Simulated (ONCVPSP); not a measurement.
**LDA (Perdew-Zunger) ONCV dataset for ytterbium, scalar-relativistic all-electron reference.**

ONCVPSP 4.0.1 input, shortened (lines: element, Z, core and valence counts, functional; n l f; lmax; l rc ep ncon nbas qcut; lloc lpopt rc5 dvloc0; l nproj debl; icmod fcfact rcfact), LDA (Perdew-Zunger), scalar-relativistic:

```
  Yb 70.00   10    4        3      upf
    1    0    2.00
    2    0    2.00
    2    1    6.00
    3    0    2.00
    3    1    6.00
    3    2   10.00
    4    0    2.00
    4    1    6.00
    4    2   10.00
    4    3   14.00
    5    0    2.00
    5    1    6.00
    6    0    1.75
    6    1    0.25
    2
    0    1.85    0.00    3    6    7.00
    1    2.10    0.00    3    7    7.90
    2    1.85    0.17    4    7    6.10
    2    5    1.85    0.00
    0    2    2.20
    1    2    2.80
    2    0    0.70
    2    0.65    1.05
```

In the d channel the program set the typed energies aside and used 0.050 Ha.

All-electron outer shells of the reference configuration (LDA (Perdew-Zunger), scalar-relativistic, ld1.x):

```json
{"shell": "5s", "level (eV)": "-55.52", "outermost node (bohr)": "0.58", "outermost maximum (bohr)": "1.07"}
{"shell": "5p", "level (eV)": "-28.01", "outermost node (bohr)": "0.62", "outermost maximum (bohr)": "1.24"}
{"shell": "6s", "level (eV)": "-4.34", "outermost node (bohr)": "1.46", "outermost maximum (bohr)": "3.20"}
{"shell": "4f", "level (eV)": "-3.66", "outermost node (bohr)": "–", "outermost maximum (bohr)": "0.49"}
{"shell": "6p", "level (eV)": "-1.36", "outermost node (bohr)": "1.81", "outermost maximum (bohr)": "4.60"}
```

Problem. Does the generator finish with these settings?

Solution. No. ONCVPSP 4.0.1 stopped with "sratom123: lschfb convergence ERROR n,l,iter= 4 3 2": the all-electron bound-state solver failed for one shell.
